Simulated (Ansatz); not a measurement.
```yaml
crystal:
  periodic: [false, false, false]
  atoms:
    - {symbol: Al, position_ang: [0.018245, -1.303409, -0.304599]}
    - {symbol: Ga, position_ang: [-0.532397, 1.154479, -0.610203]}
    - {symbol: H, position_ang: [-1.203647, -1.730990, 0.999331]}
    - {symbol: H, position_ang: [1.122462, -1.506639, -0.974396]}
    - {symbol: H, position_ang: [0.650115, 0.106115, 0.590231]}
    - {symbol: H, position_ang: [-0.116273, 2.983452, -0.151639]}
basis:
  gaussian: {orbitals: def2-TZVP}
magnetization: {spin_polarized: true, initial_magnetization: 8}
hamiltonian: {xc: {name: BHLYP}}
scf: {lower_state_search: off}
output: {forces: true}
```

```sh
$ ansatz run in.yaml --threads 2 --pin off --events-out ev --progress --plain --max-ram 4352MiB
```

Shortened log:

```
Functional definition: BHLYP
921 factors; their error is unknown
mean field evaluation 1: about -59016.5631 eV, gradient 1.0e1 eV
mean field evaluation 2: about -59016.9756 eV, gradient 1.0e1 eV
mean field evaluation 4: about -59017.3178 eV, gradient 5.8e-1 eV
mean field evaluation 8: about -59017.3260 eV, gradient 5.8e-2 eV
mean field evaluation 16: about -59017.7481 eV, gradient 6.7e-4 eV
mean field -59017.74805607 eV, -2168.8622373942 hartree, gradient 5.1e-6 eV, S^2 20.008791; 0 other end points of the search recorded, 0 dependent functions left out
reference -59017.74822503 eV, -2168.8622436035 hartree; 28, 20 occupied and 81, 89 virtual orbitals, 921 factors
Total energy: -59017.74822503 eV, -2168.8622436035 hartree
Atom 0 at     0.018245    -1.303409    -0.304599 Å, force    -6.121767    -1.241881     2.894770 eV/Å
Atom 1 at    -0.532397     1.154479    -0.610203 Å, force    -0.876624    -0.465553    -1.004428 eV/Å
Atom 2 at    -1.203647    -1.730990     0.999331 Å, force    -1.516247     0.039559     1.840339 eV/Å
Atom 3 at     1.122462    -1.506639    -0.974396 Å, force     7.722142    -0.087508    -4.339941 eV/Å
Atom 4 at     0.650115     0.106115     0.590231 Å, force     0.435251    -1.051682     0.172865 eV/Å
Atom 5 at    -0.116273     2.983452    -0.151639 Å, force     0.357245     2.807064     0.436395 eV/Å
Dipole moment:     0.182404    -0.053076     0.214395 e Å
Checks for a lower state left out: stability, starts, cluster_reference, orbital_swaps, neighbouring_geometries, increment
```

In this input the spin is set far too high for this molecule. The run converged. The result belongs to that input, not to the molecule as meant.
